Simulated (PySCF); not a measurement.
C4H10Be (SMILES C[CH2][Be][CH2]C), singlet, at a GFN2-xTB geometry (such geometries of metal compounds can be far from the true shape). Base run: PySCF with CAMB3LYP/STO-3G.

The PySCF input:
```python
from pyscf import gto, scf, dft

mol = gto.Mole()
mol.atom = '''
    Be   -0.09081034    0.01872497    0.20027093
    C     1.32070666   -0.71148577    0.89772379
    C     1.44251605   -2.21968855    0.60334143
    H     1.37529665   -0.60868911    1.98748926
    H     2.25915027   -0.25807647    0.55825464
    H     1.49397659   -2.40834793   -0.46683900
    H     0.58806175   -2.76629205    0.99669622
    H     2.34312134   -2.63409640    1.05933065
    C    -1.49422068    0.74726413   -0.51506015
    C    -1.24962784    2.17991526   -1.02873242
    H    -2.35133980    0.80994789    0.16505276
    H    -1.89302523    0.18258197   -1.36569797
    H    -0.47127846    2.19746894   -1.78859478
    H    -0.94010612    2.83888312   -0.22030607
    H    -2.15686075    2.59568972   -1.47010527
'''
mol.basis = 'sto-3g'
mol.verbose = 4
mol.build()

mf = dft.RKS(mol)
mf.xc = 'camb3lyp'
mf.kernel()
```

Each row names what was changed in the base input (with any setting that the change needs).

```json
[
 {"change": "base", "ΔE vs base (µEh)": "0.0", "SCF cycles": "8"},
 {"change": "init_guess = mod_huckel", "ΔE vs base (µEh)": "0.0", "SCF cycles": "9"},
 {"change": "init_guess = huckel", "ΔE vs base (µEh)": "0.0", "SCF cycles": "9"},
 {"change": "diis_space = 4", "ΔE vs base (µEh)": "0.0", "SCF cycles": "8"},
 {"change": "DIIS = EDIIS", "ΔE vs base (µEh)": "0.0", "SCF cycles": "25"},
 {"change": "level_shift = 0.1 (with mf.max_cycle = 100)", "ΔE vs base (µEh)": "0.0", "SCF cycles": "9"},
 {"change": "conv_tol = 1e-7", "ΔE vs base (µEh)": "0.0", "SCF cycles": "6"},
 {"change": "diis_space = 20", "ΔE vs base (µEh)": "0.0", "SCF cycles": "8"},
 {"change": "diis = off; damp = 0.3 (with mf.diis_start_cycle = 200; with mf.max_cycle = 150)", "ΔE vs base (µEh)": "0.0", "SCF cycles": "12"},
 {"change": "conv_tol = 1e-12", "ΔE vs base (µEh)": "0.0", "SCF cycles": "10"},
 {"change": "level_shift = 0.5 (with mf.max_cycle = 100)", "ΔE vs base (µEh)": "0.0", "SCF cycles": "14"},
 {"change": "solver = newton; init_guess = 1e", "ΔE vs base (µEh)": "0.0", "SCF cycles": "-"},
 {"change": "init_guess = vsap", "ΔE vs base (µEh)": "0.0", "SCF cycles": "9"}
]
```
